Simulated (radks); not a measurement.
All-electron atom: the iodine ion I5+ in [Kr] 4d10 5s2 (the NIST ground configuration).

Method: scalar-relativistic Kohn-Sham, LDA (Slater exchange, Perdew-Wang correlation), spin-polarised, spherical densities, point nucleus; computed with a radial shooting solver on a logarithmic mesh with Libxc functionals.

Energy parts (eV):
part                       energy
total                 -193338.347
kinetic                202901.835
electron-nucleus      -465120.507
Hartree                 73597.596
exchange-correlation    -4717.270

Orbitals (lengths in bohr, moments of r in powers of bohr):
orbital  occ.  eigenvalue (eV)      <r>
1s          2        -33009.06  0.02725
2s          2        -5151.629   0.1173
2p          6        -4632.573   0.1025
3s          2        -1086.812   0.3145
3p          6        -918.5763   0.3124
3d         10        -665.8901   0.2887
4s          2        -239.0382   0.7388
4p          6        -186.0937   0.7897
4d         10        -108.6493   0.9087
5s          2         -69.5837    1.737

The highest occupied level is 5s at -69.584 eV. For comparison, the ionisation energy in NIST's Atomic Spectra Database is 74.4 eV (semi-empirical). In exact Kohn-Sham theory the highest level is minus the ionisation energy, but local and semilocal functionals leave it too shallow, through self-interaction and a potential that decays too fast; potentials with the right tail come closer. The density falls to 0.001 e/bohr^3 at r = 3.06 bohr. Summed over all electrons, <r^2> = 23.85 bohr^2, which gives a Langevin (diamagnetic) susceptibility term of -18.9 x 10^-6 cm^3/mol.
